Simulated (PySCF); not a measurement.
Structure elucidation problem

The spectra below were simulated for a compound C7H12Si.

1H NMR (400 MHz, computed): δ 5.75 (m, 1H), 5.74 (m, 1H), 4.23 (s, 3H), 3.08 (d, 2H), 2.11 (m, 2H), 1.08 (t, 3H).

13C{1H} NMR (computed): δ 143.3 (CH), 132.0 (CH), 117.0 (C), 79.6 (C), 32.3 (CH2), 28.4 (CH2), 17.0 (CH3).

Level of theory: shielding tensors at PBE0/pcSseg-1 (GIAO), geometry from GFN2-xTB, in PySCF 2.14.0 with density-fitted response routines (equivalent nuclei averaged, a single conformation, relativity neglected, isolated molecule).

Referencing at the same level of theory: TMS for 1H and 13C.

Which candidate is it?
A. CCC#C[SiH]1CCC1
B. C=C/C=C\C(=C)C[SiH3]
C. C=CC1(C=C)[SiH2][C@H]1C
D. CC/C=C/CC#C[SiH3]

## Answers

D. 

Rings plus π bonds: 3 (no ring in the answer). 7 carbon signals for 7 carbons: no two carbons are equivalent. Carbon types of the structure: 2 × C, 2 × CH, 2 × CH2, 1 × CH3, leaving 3 H on heteroatoms. δC 143.3, 132.0: alkene CH; the olefinic region. δC 117.0, 79.6: alkyne carbon. δC 32.3, 28.4: allylic sp3 CH2; saturated and bonded to C and H only. δH 5.75, 5.74: hydrogen on an alkene CH; attached to an sp2 carbon and in the plane of the double bond. δH 3.08, 2.11: hydrogen on an allylic sp3 CH2; allylic position.

The others: C=CC1(C=C)[SiH2][C@H]1C would give 10 signals for carbon-bound and other non-exchanging H, not 6; C=C/C=C\C(=C)C[SiH3] would give 9 signals for carbon-bound and other non-exchanging H, not 6; CCC#C[SiH]1CCC1 would give 6 carbon signals, not 7.

Shifts are as computed. Against solution values, carbons near 30 ppm lie about +3 ppm off and those near 130 ppm about +5 ppm. Of 1211 compounds with measured shifts, 218 miss one by over three times the rms of a fit or turn the order of signals round; such compounds aren't used in these exercises. No couplings were computed; multiplicities are counted from neighbouring protons, with m where these are inequivalent, close in shift, in a saturated or five-membered ring or joined by F or P, and br s for small geminal =CH2 splittings.
